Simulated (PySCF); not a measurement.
Telling isomers of C4H7N3 apart by NMR

Non-relativistic, fast rotation and ring inversion assumed for equivalent nuclei, no solvent model, one computed conformer. J couplings at B3LYP/pcJ-1 (spin–dipole term left out of most H,H and C,H couplings); GFN2-xTB structure; NMR shieldings at PBE0/pcSseg-1/GIAO; PySCF.

Chemical shifts δ = σref − σ; ¹H (σref 31.72) and ¹³C (σref 186.93) vs TMS, all at this level. Multiplet labels drop J under 1 Hz and among equivalent protons, and merge close values. Unscaled 3J(H,H) run several per cent high. Where no couplings were computed, multiplicities follow the n + 1 count of equivalent neighbours, and m marks all less simple cases (inequivalent or close neighbours, rings, F or P nearby). Shifts are as computed. Against solution values, carbons near 30 ppm lie about +3 ppm off and those near 130 ppm about +5 ppm. Of 1211 compounds with measured shifts, 218 miss one by over three times the rms of a fit or turn the order of signals round; such compounds aren't used in these exercises. OH and NH positions are gas-phase values without hydrogen bonding to other molecules.

(1) Tabulate the signals of `Cc1cnnn1C`, `Cc1cn(C)nn1`, `Cc1nn[nH]c1C` and their relative energies.

(2) What is the quickest way to tell Cc1cnnn1C from Cc1nn[nH]c1C?

(3) What is the quickest way to tell Cc1cn(C)nn1 from Cc1nn[nH]c1C?

(4) What is the quickest way to tell Cc1cnnn1C from Cc1cn(C)nn1?

## Answers

(1) 
| SMILES | carbon types | δC | δH | E rel. (kcal/mol) |
| --- | --- | --- | --- | --- |
| Cc1cnnn1C | 1×C 1×CH 2×CH3 | 138.2, 137.3, 34.6, 10.9 | 7.51 (s, 1H), 4.04 (s, 3H), 2.43 (s, 3H) | 4.1 |
| Cc1cn(C)nn1 | 1×C 1×CH 2×CH3 | 149.3, 126.9, 36.1, 13.5 | 7.27 (q, 1H), 4.15 (s, 3H), 2.54 (d, 3H) | 4.2 |
| Cc1nn[nH]c1C | 2×C 2×CH3 | 142.1, 134.5, 12.2, 9.3 | 10.69 (br s, 1H), 2.54 (s, 3H), 2.44 (s, 3H) | 0.0 |

Energies are electronic energies at PBE0/pcSseg-1 on these geometries, without zero-point or thermal terms, each for the one conformer computed, which needn't be the lowest.

(2) Both give the same number of carbon signals, but DEPT or the intensities differ. The first has an aromatic CH next to a ring nitrogen at 137.3 ppm, the second a substituted aromatic carbon next to a ring nitrogen (C) at 142.1 ppm. Their most deshielded carbons lie at 138.2 and 142.1 ppm. In the proton spectra the most deshielded non-exchanging signals are 7.51 (s, 1H) and 2.54 (s, 3H).

(3) Both give the same number of carbon signals, but DEPT or the intensities differ. The first has an aromatic CH next to a ring nitrogen at 126.9 ppm, the second a substituted aromatic carbon next to a ring nitrogen (C) at 134.5 ppm. Their most deshielded carbons lie at 149.3 and 142.1 ppm. In the proton spectra the most deshielded non-exchanging signals are 7.27 (q, J = 1.0 Hz, 1H) and 2.54 (s, 3H).

(4) Both give the same number of carbon signals, with the same numbers of each carbon type, so the positions decide. The first has a substituted aromatic carbon next to a ring nitrogen (C) at 138.2 ppm, the second a substituted aromatic carbon next to a ring nitrogen (C) at 149.3 ppm.
